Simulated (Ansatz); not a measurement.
Reaction (formal exchange of groups at the Si–O bond): `O[SiH2]O[SiH2]O` + SiH₄ → `O[SiH2]O[SiH2][SiH3]` + H₂O

Gas-phase electronic energies from Ansatz, PBE0-D4/def2-TZVP geometries. CCSD(T)/CBS is the MP2 limit (def2-TZVPP, def2-QZVPP) plus CCSD(T) − MP2 in def2-TZVPP, frozen cores. This one scheme is used for every species. DFT in def2-TZVPP. One conformer a species, not always the lowest.

```tsv
level	ΔE (kJ/mol)
r2SCAN-D4	116.3
SCS-MP2/def2-TZVPP	130.7
SCS-MP2/def2-QZVPP	128.6
HF/CBS(def2)	144.1
```

Q: What does CCSD(T)/CBS give? (Estimate.)

A: Ansatz gave: +116.2 kJ/mol. The listed levels differ from it by 0.1, 14.5, 12.4, 27.9 kJ/mol.

Largest T1 diagnostic among the species: 0.012.

From PBE to PBE0 (25 % exact exchange), in def2-TZVPP and without D4, ΔE moves by +6.2 kJ/mol. The D4 term adds −5.8 kJ/mol with B3LYP and −3.5 kJ/mol with PBE0; it sums over pairs of atoms, weighted by their polarisabilities, and B3LYP, whose exchange is more repulsive, gets the larger term.

CCSD(T)/CBS has its own doubt, a few kJ/mol and more with outer-core shells, so smaller differences from it don't rank the levels.

B3LYP here is the variant with VWN-RPA as its local correlation; programs differ in this.
